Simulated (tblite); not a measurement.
Compound: C6H10N2Si.
Geometry (GFN2-xTB, Å), atoms numbered from 1 in this order:
```
atom  x, y, z in Å
C1     0.4682    1.7508    2.5593
C2     0.3266    1.0175    1.6180
Si3    0.0867   -0.0881    0.1421
N4     1.6709   -0.5083   -0.3673
C5     2.8192    0.3560   -0.2853
C6    -1.0486   -1.5472    0.4382
C7    -2.1776   -1.3778   -0.2318
C8    -2.2966   -0.1379   -1.0598
N9    -1.0241    0.5388   -1.0186
H10    0.5969    2.3858    3.3889
H11    1.7777   -1.2236   -1.0695
H12    2.9819    0.9255   -1.2076
H13    2.6646    1.0591    0.5296
H14    3.7199   -0.2268   -0.0786
H15   -0.8716   -2.4019    1.0662
H16   -3.0168   -2.0597   -0.2301
H17   -2.5665   -0.3941   -2.0947
H18   -3.1065    0.4923   -0.6609
H19   -1.0140    1.4488   -1.4455
```

Method: GFN2-xTB as coded in tblite; computed harmonic values from a numerical Hessian at the method's own geometry, unscaled. Against measured fundamentals such values can be off by several per cent, at times by over 20. One conformer, not necessarily the lowest.

Harmonic wavenumbers (cm⁻¹): 50.6, 73.6, 89.9, 107.7, 128.1, 162.6, 197.3, 264.7, 283.3, 300.2, 352.6, 375.3, 437.4, 477.7, 637.3, 671.8, 677.4, 681.8, 695.9, 792.2, 826.2, 883.4, 911.8, 962.6, 979.8, 1065.6, 1091.0, 1109.5, 1139.2, 1157.9, 1169.3, 1238.9, 1292.7, 1352.5, 1368.2, 1421.4, 1474.6, 1492.7, 1504.2, 1665.2, 2213.0, 2825.5, 2876.9, 2900.0, 2960.9, 3036.0, 3049.5, 3116.2, 3349.2, 3454.8, 3492.1.

A = 2035, B = 1078, C = 887.3 MHz; mass 138.061 u (most abundant isotopes); point group C1, symmetry number 1.

**Question.** What is the zero-point energy?

**Answer.** Half the sum of the wavenumbers: 32419 cm⁻¹ = 92.69 kcal/mol.

**Question.** Entropy at 298.15 K, 1 bar (ideal gas, RRHO, classical rotation)?

**Answer.** Translation 40.71, rotation 29.49, vibration 34.91: S = 105.1 cal/(mol K).

**Question.** And Cp and H(298.15 K) − H(0)?

**Answer.** Cp = 42.39 cal/(mol K), of which vibrations give 34.44 (their classical limit is 51 R = 101.3); H(298.15 K) − H(0) = 7.81 kcal/mol without the zero-point energy, 5.44 from vibrations.

**Question.** Which modes carry the vibrational entropy at 298.15 K?

**Answer.** 50.6 cm⁻¹: 4.79; 73.6 cm⁻¹: 4.05; 89.9 cm⁻¹: 3.66; 107.7 cm⁻¹: 3.31; 128.1 cm⁻¹: 2.97; 162.6 cm⁻¹: 2.52 cal/(mol K); the other 45 give 13.59 together.

**Question.** What must be added to the electronic energy to get the Gibbs energy at 298.15 K and 1 bar?

**Answer.** ZPE + [H(298.15 K) − H(0)] − T·S = 92.69 + 7.81 − 31.34 = 69.16 kcal/mol.

**Question.** How do the functions run with temperature in this model?

**Answer.** 
```json
{"T (K)": "50", "S (cal/(mol K))": "59.6", "Cp (cal/(mol K))": "14.6", "H − H(0) (kcal/mol)": "0.52", "G − H(0) (kcal/mol)": "-2.46", "ln q(vib)": "0.56"}
{"T (K)": "100", "S (cal/(mol K))": "72.0", "Cp (cal/(mol K))": "21.5", "H − H(0) (kcal/mol)": "1.43", "G − H(0) (kcal/mol)": "-5.76", "ln q(vib)": "2.05"}
{"T (K)": "373.15", "S (cal/(mol K))": "115.4", "Cp (cal/(mol K))": "49.6", "H − H(0) (kcal/mol)": "11.26", "G − H(0) (kcal/mol)": "-31.80", "ln q(vib)": "10.66"}
{"T (K)": "500", "S (cal/(mol K))": "131.4", "Cp (cal/(mol K))": "59.8", "H − H(0) (kcal/mol)": "18.23", "G − H(0) (kcal/mol)": "-47.47", "ln q(vib)": "14.38"}
{"T (K)": "750", "S (cal/(mol K))": "158.5", "Cp (cal/(mol K))": "73.8", "H − H(0) (kcal/mol)": "35.06", "G − H(0) (kcal/mol)": "-83.82", "ln q(vib)": "21.22"}
{"T (K)": "1000", "S (cal/(mol K))": "181.1", "Cp (cal/(mol K))": "83.0", "H − H(0) (kcal/mol)": "54.74", "G − H(0) (kcal/mol)": "-126.34", "ln q(vib)": "27.41"}
```

q(vib) and H(0) count from the zero-point level.

Hindered rotation and anharmonicity are outside this model. Other conformers, if any are populated, would add a mixing term that is left out. The structure is chiral; the term R ln 2 for an equal mix with its mirror image is left out.

Time: 1.4 s of wall time. Hardware: Arm Neoverse N1, one thread, shared host. The figure is for the frequency step alone.
